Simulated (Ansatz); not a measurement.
Cost and result for the atomization energy of `C[NH][Al]([CH3])[F]` (12 atoms, 11 bonds).

```xyz
12

C     1.860   -0.287   -0.147
N     0.698   -1.075    0.205
Al   -0.992   -0.580    0.276
C    -1.635    1.203   -0.127
F    -2.062   -1.763    0.723
H     2.588   -0.227    0.671
H     2.381   -0.681   -1.028
H     1.561    0.737   -0.385
H     0.941   -2.027    0.432
H    -2.343    1.183   -0.961
H    -0.828    1.890   -0.390
H    -2.169    1.627    0.729
```

Charge 0, multiplicity 1. The geometry is a stationary point of PBE0-D4/def2-TZVP. It is one conformer, not always the lowest. Program: Ansatz. All runs use 4 threads of a server CPU on a shared host. Times are those of one run each, without the atoms' runs, and a repeat can differ threefold. Electronic energies, without spin–orbit coupling; frozen cores. CCSD(T)/CBS adds CCSD(T) − MP2 in def2-TZVPP to the MP2 limit, and its time is that of the two runs behind it. T1 = 0.011.

CCSD(T)/CBS is a level of theory with its own doubt, some kJ/mol a heavy atom from the limit and from the frozen cores, so smaller differences don't rank the functionals.

| level | functions | atomization (kJ/mol) | difference from CCSD(T)/CBS | per bond |
| --- | --- | --- | --- | --- |
| B97M-V/def2-TZVPP | 264 | 4537.6 | -2.4 | -0.2 |
| MP2/def2-QZVPP | 508 | 4560.5 | 20.5 | 1.9 |
| PBE-D4/def2-TZVPP (with forces) | 264 | 4593.3 | 53.3 | 4.8 |
| r2SCAN-D4/def2-TZVPP (with forces) | 264 | 4532.8 | -7.2 | -0.7 |
| r2SCANh-D4/def2-TZVPP | 264 | 4506.8 | -33.2 | -3.0 |
| ωB97M-V/def2-TZVPP (with forces) | 264 | 4544.1 | 4.1 | 0.4 |
| ωB97X-V/def2-TZVPP | 264 | 4540.1 | 0.1 | 0.0 |
| CAM-B3LYP-D4/def2-TZVPP | 264 | 4561.2 | 21.2 | 1.9 |
| CCSD(T)/def2-TZVPP | 264 | 4421.7 | -118.3 | -10.8 |
| CCSD(T)/def2-SVP | 109 | 4291.6 | -248.4 | -22.6 |
| PBE0-D4/def2-TZVPP | 264 | 4520.1 | -19.9 | -1.8 |
| B2PLYP/def2-TZVPP | 264 | 4493.6 | -46.4 | -4.2 |
| CCSD(T)/CBS(def2) | – | 4540.0 | 0.0 | 0.0 |

**Question.** Order the runs by time, with rough figures. (Estimate.)

**Answer.** Computed: PBE-D4/def2-TZVPP (with forces) 2.6 s; PBE0-D4/def2-TZVPP 3.1 s; CAM-B3LYP-D4/def2-TZVPP 3.7 s; r2SCAN-D4/def2-TZVPP (with forces) 5.5 s; r2SCANh-D4/def2-TZVPP 6 s; B2PLYP/def2-TZVPP 6 s; CCSD(T)/def2-SVP 6.5 s; ωB97X-V/def2-TZVPP 8.5 s; B97M-V/def2-TZVPP 10 s; ωB97M-V/def2-TZVPP (with forces) 13 s; MP2/def2-QZVPP 24 s; CCSD(T)/def2-TZVPP 3.3 min; CCSD(T)/CBS(def2) 3.7 min.

Leaving LDA and LC-ωPBE aside and taking each functional with its dispersion term where it has one, the values, not all of them listed here, spread over 178.5 kJ/mol, from BHLYP-D4 to PBE-D4. LDA lies +547.1 kJ/mol from PBE without D4, its usual overbinding. From PBE to PBE0 (25 % exact exchange), in def2-TZVPP and without D4, the atomization energy moves by −70.2 kJ/mol: exact exchange takes away binding that semilocal exchange gives to molecules. At CCSD(T), def2-SVP lies −248.4 kJ/mol from the extrapolated value and def2-TZVPP −118.3 kJ/mol: correlation converges slowly with the basis, and small sets miss more of it in the bonded molecule than in its fragments.
